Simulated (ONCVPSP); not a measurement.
# Which change was made? (W, ONCV)

ONCVPSP 4.0.1 input, shortened (lines: element, Z, core and valence counts, functional; n l f; lmax; l rc ep ncon nbas qcut; lloc lpopt rc5 dvloc0; l nproj debl; icmod fcfact rcfact), PBE, scalar-relativistic:

```
  W 74.00   10    4        4      upf
    1    0    2.00
    2    0    2.00
    2    1    6.00
    3    0    2.00
    3    1    6.00
    3    2   10.00
    4    0    2.00
    4    1    6.00
    4    2   10.00
    4    3   14.00
    5    0    2.00
    5    1    6.00
    5    2    4.50
    6    0    1.50
    3
    0    1.45    0.00    4    9    7.50
    1    1.60    0.00    4    9   10.30
    2    2.40    0.00    3    7    6.70
    3    2.15    0.03    4    7    5.30
    4    5    1.15    6.00
    0    2    3.10
    1    2    1.20
    2    2    3.80
    3    2    0.50
    3    3.25    1.30
```

In the p channel the program set the typed energies aside and used -1.553, 0.250 Ha.

Cutoffs, loose and tight: the cutoffs (Ha) at which the residual kinetic energy of the hardest occupied pseudo-wave falls to 1 and 0.1 mHa per electron. They do not see the model core or the augmentation charge, which bear on the density cutoff. Test errors are all-electron minus pseudo excitation energies from the reference, over the configurations 5s2 5p6 5d4 6s2; 5s2 5p6 5d4 6s1; 5s2 5p6 5d4 6s0; 5s2 5p6 5d3 6s2 6p1; variants that change the core or the reference have their own tests.

The base gives: outcome: generated, projector energies reset by the program; cutoff, loose: 31 Ha; cutoff, tight: 37 Ha; bound ghosts: f; GHOST(+) flags above zero: s, f; largest test error (meV): +5.7.

(1) After one change the result is: outcome: generated, projector energies reset by the program; cutoff, loose: 31 Ha; cutoff, tight: 37 Ha; bound ghosts: f7/2, f5/2; GHOST(+) flags above zero: f7/2, d3/2, f5/2; largest test error (meV): +6.8. Which change was it?
A. p: qcut 12.2
B. core correction Teter function, fcfact 3.25, rcfact 1.98
C. fully relativistic

## Answers

(1) C. The others give: core correction Teter function, fcfact 3.25, rcfact 1.98 → outcome: generated, projector energies reset by the program; cutoff, loose: 31 Ha; cutoff, tight: 37 Ha; bound ghosts: f; GHOST(+) flags above zero: s, f; largest test error (meV): -94 | p: qcut 12.2 → outcome: generated, projector energies reset by the program; cutoff, loose: 38 Ha; cutoff, tight: 47 Ha; bound ghosts: f; GHOST(+) flags above zero: s, f; largest test error (meV): +6.2.
